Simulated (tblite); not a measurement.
CH11Ge2NSi.
Z-matrix (Å and degrees, GFN2-xTB geometry), rows numbered from 1:
```
Si
C   1  1.8999
Ge  2  1.9605  1  112.60
N   3  1.8314  2  108.76  1   -59.04
Ge  4  1.8123  3  125.13  2   -52.47
H   1  1.4641  2  110.61  3    61.64
H   1  1.4686  2  107.72  3  -178.94
H   1  1.4662  2  109.11  3   -60.01
H   2  1.0898  1  109.98  3   121.52
H   2  1.0904  1  109.86  3  -121.03
H   3  1.5245  2  111.39  1   178.46
H   3  1.5114  2  114.42  1    57.25
H   4  1.0090  3  113.40  2   160.67
H   5  1.5067  4  113.65  3   -60.20
H   5  1.4942  4  107.83  3    60.07
H   5  1.4978  4  106.60  3   179.34
```

Level: GFN2-xTB in tblite, geometry and Hessian alike; calculated harmonic values, unscaled, isolated species. Against measured fundamentals such values can be off by several per cent, at times by over 20. Modes of hydrogen on germanium and silicon can be 10 to 20 % off. One conformer, not necessarily the lowest.

Harmonic wavenumbers (cm⁻¹): 47.4, 52.1, 92.1, 95.9, 122.1, 137.7, 198.0, 340.0, 415.8, 459.8, 488.6, 496.4, 549.8, 577.2, 606.8, 644.8, 665.8, 701.2, 747.0, 761.4, 774.7, 784.4, 791.3, 799.2, 822.3, 841.4, 851.7, 993.3, 1093.0, 1106.3, 1428.4, 1807.2, 1916.7, 1928.2, 2004.5, 2057.5, 2221.6, 2234.9, 2251.7, 2959.9, 2970.7, 3420.1.

A = 1896, B = 836.5, C = 632.5 MHz; mass 212.908 u (most abundant isotopes); point group C1, symmetry number 1.

What is the zero-point energy?

½Σν̃ = 22129 cm⁻¹ = 264.73 kJ/mol.

What is S at 400 K and 1 bar for an ideal gas of classical rigid rotors and harmonic oscillators?

Translation 181.82, rotation 129.81, vibration 187.64: S = 499.3 J/(mol K).

And Cp and H(400 K) − H(0)?

Cp = 209.20 J/(mol K), of which vibrations give 175.95 (their classical limit is 42 R = 349.2); H(400 K) − H(0) = 50.95 kJ/mol without the zero-point energy, 37.64 from vibrations.

Blend soft modes into free rotors: weight 1/[1 + (100 cm⁻¹/ν̃)⁴] for the oscillator and the rest for a rotor with moment μB/(μ + B), μ = h/(8π²ν), B = 10⁻⁴⁴ kg m². What vibrational entropy results?

169.39 J/(mol K) in place of 187.64, which changes −T·S at 400 K by +7.30 kJ/mol.

Which modes carry the vibrational entropy at 400 K?

47.4 cm⁻¹: 23.03; 52.1 cm⁻¹: 22.25; 92.1 cm⁻¹: 17.54; 95.9 cm⁻¹: 17.21; 122.1 cm⁻¹: 15.22; 137.7 cm⁻¹: 14.24 J/(mol K); the other 36 give 78.15 together.

What must be added to the electronic energy to get the Gibbs energy at 400 K and 1 bar?

ZPE + [H(400 K) − H(0)] − T·S = 264.73 + 50.95 − 199.71 = 115.97 kJ/mol.

How do the functions run with temperature in this model?

```
 T (K)  S (J/(mol K))  Cp (J/(mol K))  H − H(0) (kJ/mol)  G − H(0) (kJ/mol)  ln q(vib)
    50          261.0            63.5               2.28             -10.77       0.74
   100          312.2            84.6               6.03             -25.19       2.35
298.15          443.1           173.0              31.39            -100.72       8.33
373.15          485.0           200.7              45.44            -135.55      10.49
   500          549.0           236.1              73.27            -201.22      14.03
   750          654.2           282.3             138.55            -352.12      20.47
  1000          739.7           311.4             213.03            -526.70      26.20
```

q(vib) and H(0) count from the zero-point level.

Hindered rotation and anharmonicity are outside this model. Other conformers, if any are populated, would add a mixing term that is left out. The structure is chiral; the term R ln 2 for an equal mix with its mirror image is left out.
